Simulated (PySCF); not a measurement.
Bond curve of MgI⁺

Set-up: PySCF, scalar-relativistic core potentials, basis sets Mg aug-cc-pVDZ, I aug-cc-pVDZ-PP with ECP28. Energies in eV from Mg⁺ + I in their ground configurations at the same level. State: ¹Σ⁺ (singlet), closed shell.

All columns are B2PLYP. A positive dipole points towards I; it is taken about the centre of mass and depends on that origin.

```tsv
R (Å)	E (eV)	μ (D)	Mulliken charge on Mg (basis-dependent)	HOMO (eV)	LUMO (eV)	Mayer bond order	⟨S²⟩
2.133	-1.204	-10.43	0.75	-13.89	-8.06	1.77	0.00
2.232	-1.764	-10.96	0.79	-13.65	-8.19	1.65	0.00
2.331	-2.078	-11.49	0.87	-13.44	-8.31	1.55	0.00
2.406	-2.193	-11.86	0.93	-13.29	-8.39	1.47	0.00
2.480	-2.231	-12.23	0.98	-13.16	-8.48	1.41	0.00
2.554	-2.210	-12.58	1.03	-13.04	-8.56	1.35	0.00
2.654	-2.115	-13.01	1.08	-12.90	-8.67	1.28	0.00
2.778	-1.923	-13.50	1.11	-12.76	-8.79	1.22	0.00
2.926	-1.637	-14.00	1.13	-12.63	-8.92	1.16	0.00
3.125	-1.224	-14.54	1.12	-12.51	-9.07	1.12	0.00
```

A fit through these points gives, at Re = 2.487 Å, μ = -12.26 D and dμ/dR = -4.77 D/Å; the reduced mass is 20.17 u.

Task: How strong is the fundamental in the double-harmonic approximation, I = 42.26·(dμ/dR)²/μred km/mol?

Result: I = 42.26·(-4.77)²/20.17 = 47.7 km/mol at B2PLYP.

Correlated steps freeze 5 core orbitals. These are scalar-relativistic numbers at best; spin–orbit coupling would shift them, the dissociation energy most. For an ion De counts to the pair picked by the measured ionisation energies or electron affinities, which need not be the lowest pair at this level. B2PLYP dipoles, levels and charges come from its SCF part alone.
